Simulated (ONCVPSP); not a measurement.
Before and after: ONCV potential for scandium

| Property | Result |
| --- | --- |
| Element | scandium |
| Generator | ONCVPSP 4.0.1 |
| Type | optimised norm-conserving Vanderbilt (ONCV) |
| Functional | PBE |
| Relativity | fully relativistic |
| Frozen core | [Ne] |
| Valence charge | 11 |
| Reference configuration | 3s2 3p6 3d1 4s2 |
| Partial waves | 3s+4s: rc 1.70 bohr, ncon 4, nbas 7, qcut 7.6 1/bohr, 2 projectors; 3p: rc 1.80 bohr, ncon 5, nbas 9, qcut 7.4 1/bohr, 2 projectors, debl 1.9 Ha; 3d: rc 1.95 bohr, ncon 3, nbas 6, qcut 6.6 1/bohr, 2 projectors, debl 1.3 Ha |
| Local potential | polynomial inside 1.15 bohr (lpopt 3, dvloc0 -1 Ha) |
| Core correction | Teter function, fcfact 3.25, rcfact 1.25 |

Open shells are filled in proportion to 2j + 1.

All-electron outer shells of the reference configuration (PBE, scalar-relativistic, ld1.x):

```json
{"shell": "2p", "level (eV)": "-388.26", "outermost node (bohr)": "–", "outermost maximum (bohr)": "0.23"}
{"shell": "3s", "level (eV)": "-55.04", "outermost node (bohr)": "0.42", "outermost maximum (bohr)": "0.92"}
{"shell": "3p", "level (eV)": "-33.63", "outermost node (bohr)": "0.39", "outermost maximum (bohr)": "0.97"}
{"shell": "4s", "level (eV)": "-4.18", "outermost node (bohr)": "1.33", "outermost maximum (bohr)": "3.14"}
{"shell": "3d", "level (eV)": "-3.23", "outermost node (bohr)": "–", "outermost maximum (bohr)": "1.10"}
```

Change: p: rc 2.58.

Cutoffs: the cutoffs (Ha) at which the residual kinetic energy of the hardest occupied pseudo-wave falls to 1 and 0.1 mHa per electron; they do not see the model core or the augmentation charge, which bear on the density cutoff. Errors are all-electron minus pseudo energies relative to the spin-unpolarised reference configuration.

Question: Predict the effect on cutoff, ghosts and configuration errors.

Answer: The potential gets neither clearly harder nor softer (18 Ha and 22 Ha → 18 Ha and 22 Ha); the d channel sets the loose cutoff, while the largest relative change is in p, which becomes softer; of the 3 tests that both files solve, the error grows in 1 and shrinks in 0 by more than 15 % and 0.3 meV (median size 1.0 → 3.6 meV); neither file shows a bound ghost.

```tsv
quantity	base	changed
cutoff, loose	18 Ha	18 Ha
cutoff, tight	22 Ha	22 Ha
loose cutoff by channel	s 18 Ha, p 17 Ha, d 18 Ha	s 18 Ha, p 15 Ha, d 18 Ha
bound ghosts	none	none
GHOST(+) flags under 300 eV	none	none
tests with a reliable result	3 of 4	3 of 4
error for 3s2 3p6 3d1 4s1, meV [ΔE 6.90 eV]	+0.1	-0.2
error for 3s2 3p6 3d1 4s0, meV [ΔE 19.66 eV]	-1.0	-3.6
error for 3s2 3p6 3d0 4s2, meV [ΔE 8.38 eV]	+102	+96
s: phases at 1.73 bohr within 0.05 rad from the reference energy up to (Ha; the scan ends near 5)	to the end of the scan	to the end of the scan
d5/2: phases at 1.98 bohr within 0.05 rad from the reference energy up to (Ha; the scan ends near 5)	to the end of the scan	to the end of the scan
d3/2: phases at 1.98 bohr within 0.05 rad from the reference energy up to (Ha; the scan ends near 5)	to the end of the scan	to the end of the scan
rms error of d²Exc/dni dnj with the model core, mHa	5.53	5.41
```
